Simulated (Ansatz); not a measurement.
## Reading a saddle point

A first-order saddle point of SiH2OF4, singlet, PBE0-D4/def2-TZVP, with one imaginary mode of 827i cm⁻¹:

```xyz
8
angstrom
Si -0.4045 0.1619 -0.4265
O 0.4509 -0.7419 0.8048
F -0.2233 -0.3060 -1.9155
F -0.8061 1.6642 -0.1655
F -1.8044 -0.5301 -0.0726
H 1.3289 -0.0417 0.5172
F 1.3970 0.7134 -0.4070
H 0.0616 -0.9198 1.6651
```

Ansatz 0.2.0; basis: def2-TZVPP and def2-QZVPP; cores frozen in the correlated methods. Extrapolation: Hartree–Fock as exp(−7.88 √X), correlation as X^−2.97.

**Question.** Which contacts change along the imaginary mode, and what lies on either side? (Judge from chemistry; the calculation decides.)

**Answer.** By the calculation: The step is SiHOF₃ ([OH][Si]([F])([F])[F]) + HF → SiF₄ ([F][Si]([F])([F])[F]) + H₂O, with the molecules in contact on both sides. Shortening one way: Si1–F7, O2–H6; lengthening the same way: Si1–O2, H6–F7.
```
  pair  one side (Å)  saddle (Å)  other side (Å)
Si1–F7          3.99        1.88            1.56
 O2–H6          1.78        1.16            0.96
Si1–O2          1.62        1.75            2.76
 H6–F7          0.93        1.20            3.42
```

**Question.** Which side is lower, and how far does the saddle lie above each? (To be estimated.)

**Answer.** The calculation gives: The side with Si1–F7, O2–H6 short is lower by 27.5 kJ/mol; the saddle lies 126.4 kJ/mol above it and 99.0 kJ/mol above the other (CCSD(T) at an estimated basis limit (MP2 extrapolated from triple and quadruple zeta, plus CCSD(T) − MP2 in triple zeta); electronic energies).

No T1 diagnostic of these runs exceeds 0.012.

Steps of this kind, hydrogen fluoride cutting a network bond, underlie vapour etching and the fluorination step of atomic layer etching.

Labels in which every atom is bracketed show which atoms are joined, not bond orders.

For scale, one of the runs: CCSD(T)/def2-TZVPP, 225 basis functions, launched by `ansatz run in.yaml --threads 8 --pin off --events-out ev --progress --plain --max-ram 19148MiB`. Time: 100 s of wall clock on 8 CPU threads of an Arm Neoverse V1; the host was shared. Peak host memory: 4.2 GiB.
